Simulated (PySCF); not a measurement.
Job file and geometry (Å, from GFN2-xTB) of an NMR shielding run on SMILES C#C[C@](C)(F)SBC=C, C6H8BFS, GIAO PBE0/pcSseg-1 NMR shielding, non-relativistic, gas phase (PySCF 2.14.0, density-fitted response routines); density fitting, a coarse starting grid and PySCF grid level 2 are the driver's defaults:

```
$ OMP_NUM_THREADS=1 python probes_run.py task.json out

{"job": {"kind": "nmr", "xc": "PBE0", "basis": "pcSseg-1"}, "charge": 0, "multiplicity": 1}
C      1.641073    -1.790356    -1.492862
C      1.612327    -0.763546    -0.877578
C      1.538546     0.463203    -0.115193
C      2.500907     1.523298    -0.623995
F      1.815713     0.204188     1.213816
S     -0.208184     1.132293    -0.206049
B     -1.159861    -0.145770     0.562965
C     -2.680818     0.073550     0.712613
C     -3.502874    -0.816301     1.268765
H      1.683869    -2.682141    -2.044095
H      2.400618     2.419761    -0.016856
H      2.268314     1.761256    -1.657933
H      3.522564     1.153159    -0.555249
H     -0.620907    -1.114169     0.933148
H     -3.119632     0.998714     0.350817
H     -4.564555    -0.649370     1.367796
H     -3.134097    -1.755740     1.649002
```

Q: What does the program print?

A: 
```
coarse grid: 15272 points
cycle   1  E = -755.4866882366  dE =  1.116e+00  |g| = 6.669e-01  |ddm| = 3.849e+00
cycle   2  E = -755.4076017646  dE =  7.909e-02  |g| = 9.546e-01  |ddm| = 1.339e+00
cycle   3  E = -755.5760577887  dE = -1.685e-01  |g| = 1.624e-01  |ddm| = 8.213e-01
cycle   4  E = -755.5812941777  dE = -5.236e-03  |g| = 7.591e-02  |ddm| = 1.783e-01
cycle   5  E = -755.5825499721  dE = -1.256e-03  |g| = 2.597e-02  |ddm| = 6.057e-02
cycle   6  E = -755.5826945095  dE = -1.445e-04  |g| = 5.070e-03  |ddm| = 2.310e-02
cycle   7  E = -755.5827005826  dE = -6.073e-06  |g| = 1.810e-03  |ddm| = 6.661e-03
final grid: 144784 points
cycle   8  E = -755.6463910172  dE = -4.316e-05  |g| = 9.932e-03  |ddm| = 5.116e-02
cycle   9  E = -755.6463715522  dE =  1.947e-05  |g| = 1.333e-02  |ddm| = 2.106e-02
cycle  10  E = -755.6464156214  dE = -4.407e-05  |g| = 1.592e-03  |ddm| = 1.301e-02
cycle  11  E = -755.6464162183  dE = -5.970e-07  |g| = 4.864e-04  |ddm| = 1.636e-03
cycle  12  E = -755.6464162710  dE = -5.266e-08  |g| = 1.966e-04  |ddm| = 5.054e-04
cycle  13  E = -755.6464162793  dE = -8.335e-09  |g| = 7.654e-05  |ddm| = 1.884e-04
cycle  14  E = -755.6464162807  dE = -1.343e-09  |g| = 1.915e-05  |ddm| = 6.646e-05
cycle  15  E = -755.6464162808  dE = -8.595e-11  |g| = 4.136e-06  |ddm| = 1.823e-05
converged SCF energy = -755.6464162808

GIAO shielding tensors (ppm)
atom      isotropic    diamagn.    paramagn.     s11        s22        s33       span
  0 C      100.578     257.804    -157.226     37.127     50.760    213.847    176.720
  1 C       98.917     266.386    -167.470    -11.689      5.436    303.003    314.692
  2 C       87.736     237.357    -149.621     57.300     80.942    124.965     67.665
  3 C      154.729     248.017     -93.288    137.816    142.888    183.482     45.666
  4 F      305.322     476.896    -171.574    245.395    318.996    351.575    106.180
  5 S      218.390    1059.599    -841.209     11.255    289.191    354.724    343.469
  6 B       39.389     194.654    -155.265    -18.903     20.614    116.455    135.358
  7 C       39.619     259.213    -219.595    -84.247     24.533    178.571    262.819
  8 C       33.364     252.089    -218.724    -84.968     26.757    158.304    243.272
  9 H       29.211      34.440      -5.229     24.751     25.170     37.710     12.959
 10 H       29.590      29.375       0.214     25.711     27.945     35.113      9.401
 11 H       29.889      28.622       1.267     26.511     28.010     35.144      8.633
 12 H       29.511      27.390       2.121     25.563     27.589     35.381      9.818
 13 H       24.176      32.607      -8.431     18.212     24.663     29.654     11.442
 14 H       24.722      31.148      -6.427     20.776     23.838     29.550      8.774
 15 H       24.906      26.915      -2.010     22.080     24.570     28.067      5.987
 16 H       25.102      31.286      -6.184     21.471     24.751     29.083      7.612
```

Size and cost of the density-fitted run: 200 basis functions, 3 min wall time (2.5 min CPU) on 1 thread of an Intel Xeon, shared host; peak memory 0.88 GiB.
